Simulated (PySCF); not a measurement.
OZn, singlet, geometry from GFN2-xTB (such geometries of metal compounds can be far from the true shape), with bond 2-1 at 1.25 times its length; PySCF with B3LYP/def2-SVP.

Input for PySCF:
```python
from pyscf import gto, scf, dft

mol = gto.M(
    atom='''
Zn   -0.00000000   -0.00000000   -0.33822725
O     0.00000000    0.00000000    1.66999702
''',
    basis='def2-svp',
    verbose=4,
)

mf = dft.RKS(mol)
mf.xc = 'b3lyp'
mf.kernel()
mo_i, mo_e, stable_i, stable_e = mf.stability(internal=True, external=True, return_status=True, nroots=6, tol=1e-6)
print('internally stable:', stable_i, ' externally stable:', stable_e)
if not stable_e:
    umf = mf.to_uhf() if not hasattr(mf, 'xc') else mf.to_uks()
    umf.scf_summary = {}
    umf.kernel(umf.make_rdm1(mo_e, umf.mo_occ))
mf.analyze()
```

What the program printed (banner, timings and long lists left out):

```
PySCF version 2.14.0

[INPUT] verbose = 4
[INPUT] num. atoms = 2
[INPUT] num. electrons = 38
[INPUT] charge = 0
[INPUT] spin (= nelec alpha-beta = 2S) = 0
[INPUT] symmetry False subgroup None
[INPUT] Mole.unit = angstrom
[INPUT] Symbol           X                Y                Z      unit          X                Y                Z       unit  Magmom
[...]
nuclear repulsion = 63.2412089217506
number of shells = 17
number of NR pGTOs = 97
number of NR cGTOs = 45
basis = def2-svp
ecp = {}

******** <class 'pyscf.dft.rks.RKS'> ********
method = RKS
initial guess = minao
damping factor = 0
level_shift factor = 0
DIIS = <class 'pyscf.scf.diis.CDIIS'>
diis_start_cycle = 1
diis_space = 8
diis_damp = 0
SCF conv_tol = 1e-09
SCF conv_tol_grad = None
SCF max_cycles = 50
direct_scf = True
direct_scf_tol = 1e-13
XC library pyscf.dft.libxc version 7.1.2
    S. Lehtola, C. Steigemann, M. J. T. Oliveira, and M. A. L. Marques,  SoftwareX 7, 1–5 (2018)
XC functionals = b3lyp
    P. J. Stephens, F. J. Devlin, C. F. Chabalowski, and M. J. Frisch,  J. Phys. Chem. 98, 11623 (1994)
radial grids:
    Treutler-Ahlrichs [JCP 102, 346 (1995); DOI:10.1063/1.469408] (M4) radial grids

becke partition: Becke, JCP 88, 2547 (1988); DOI:10.1063/1.454033
pruning grids: <function nwchem_prune>
grids dens level: 3
symmetrized grids: False
atomic radii adjust function: <function treutler_atomic_radii_adjust>
small_rho_cutoff = 0
Set gradient conv threshold to 3.16228e-05
Initial guess from minao.
tot grids = 34728
init E= -1853.73817180895
cycle= 1 E= -1853.65490378415  delta_E= 0.0833  |g|= 1.34  |ddm|= 2.02
cycle= 2 E= -1845.63617745103  delta_E= 8.02  |g|= 3.59  |ddm|= 4.85
cycle= 3 E= -1854.12234662206  delta_E= -8.49  |g|= 0.393  |ddm|= 4.53
cycle= 4 E= -1854.0802969359  delta_E= 0.042  |g|= 0.636  |ddm|= 1.33
cycle= 5 E= -1854.16899358911  delta_E= -0.0887  |g|= 0.316  |ddm|= 0.345
cycle= 6 E= -1854.17808814856  delta_E= -0.00909  |g|= 0.263  |ddm|= 0.0748
cycle= 7 E= -1854.19743461865  delta_E= -0.0193  |g|= 0.0564  |ddm|= 0.215
cycle= 8 E= -1854.19833309888  delta_E= -0.000898  |g|= 0.0141  |ddm|= 0.0518
cycle= 9 E= -1854.19839370762  delta_E= -6.06e-05  |g|= 0.000501  |ddm|= 0.0169
cycle= 10 E= -1854.1983937902  delta_E= -8.26e-08  |g|= 7.24e-05  |ddm|= 0.000619
cycle= 11 E= -1854.19839379154  delta_E= -1.34e-09  |g|= 1.05e-05  |ddm|= 8.99e-05
cycle= 12 E= -1854.19839379157  delta_E= -2.14e-11  |g|= 4.96e-06  |ddm|= 1.17e-05
[...]
converged SCF energy = -1854.19839379143
<class 'pyscf.dft.rks.RKS'> wavefunction is stable in the internal stability analysis
<class 'pyscf.dft.rks.RKS'> wavefunction has an real -> complex instability
<class 'pyscf.dft.rks.RKS'> wavefunction has an RHF/RKS -> UHF/UKS instability
internally stable: True  externally stable: False
[...]
atomic radii adjust function: <function treutler_atomic_radii_adjust>
small_rho_cutoff = 0
Set gradient conv threshold to 3.16228e-05
init E= -1854.18828836861
cycle= 1 E= -1853.94714837812  delta_E= 0.241  |g|= 0.692  |ddm|=    1
cycle= 2 E= -1847.29069686487  delta_E= 6.66  |g|= 2.27  |ddm|= 3.05
cycle= 3 E= -1854.06456896915  delta_E= -6.77  |g|= 0.432  |ddm|= 2.99
cycle= 4 E= -1854.15312158843  delta_E= -0.0886  |g|= 0.309  |ddm|= 0.959
cycle= 5 E= -1854.17277311413  delta_E= -0.0197  |g|= 0.267  |ddm|= 0.201
cycle= 6 E= -1854.18106882665  delta_E= -0.0083  |g|= 0.238  |ddm|= 0.087
cycle= 7 E= -1854.20402095969  delta_E= -0.023  |g|= 0.134  |ddm|= 0.133
cycle= 8 E= -1854.21461741542  delta_E= -0.0106  |g|= 0.0171  |ddm|= 0.19
cycle= 9 E= -1854.2148482607  delta_E= -0.000231  |g|= 0.00345  |ddm|= 0.0284
cycle= 10 E= -1854.2149614543  delta_E= -0.000113  |g|= 0.00351  |ddm|= 0.0249
cycle= 11 E= -1854.21492709015  delta_E= 3.44e-05  |g|= 0.00339  |ddm|= 0.00729
cycle= 12 E= -1854.21465544319  delta_E= 0.000272  |g|= 0.00247  |ddm|= 0.0714
cycle= 13 E= -1854.21453517273  delta_E= 0.00012  |g|= 0.00228  |ddm|= 0.0626
cycle= 14 E= -1854.21453320868  delta_E= 1.96e-06  |g|= 0.00165  |ddm|= 0.0302
cycle= 15 E= -1854.21453392917  delta_E= -7.2e-07  |g|= 0.00112  |ddm|= 0.00484
cycle= 16 E= -1854.21453431928  delta_E= -3.9e-07  |g|= 0.000514  |ddm|= 0.00288
cycle= 17 E= -1854.21453444744  delta_E= -1.28e-07  |g|= 6.48e-05  |ddm|= 0.00163
cycle= 18 E= -1854.21453444641  delta_E= 1.03e-09  |g|= 6.45e-05  |ddm|= 0.000294
cycle= 19 E= -1854.2145344486  delta_E= -2.19e-09  |g|= 1.9e-05  |ddm|= 6.32e-05
cycle= 20 E= -1854.21453444879  delta_E= -1.89e-10  |g|= 2.32e-06  |ddm|= 4.43e-05
Extra cycle  E= -1854.21453444877  delta_E= 1.52e-11  |g|= 7.48e-06  |ddm|= 1.38e-05
converged SCF energy = -1854.21453444877  <S^2> = 0.75567428  2S+1 = 2.0056663
**** SCF Summaries ****
Total Energy =                       -1854.198393791431954
Nuclear Repulsion Energy =              63.241208921750562
One-electron Energy =                -2711.814960113338202
Two-electron Energy =                  794.375357400155735
Two-electron Coulomb Energy =          874.064514962801240
DFT Exchange-Correlation Energy =      -79.689157562645534
**** MO energy ****
[...]
 ** Mulliken pop on meta-lowdin orthogonal AOs  **
 ** Mulliken pop  **
 ** Mulliken atomic charges  **
charge of    0Zn =      0.65913
charge of    1O =     -0.65913
Dipole moment(X, Y, Z, Debye): -0.00000, -0.00000, -5.33613
```
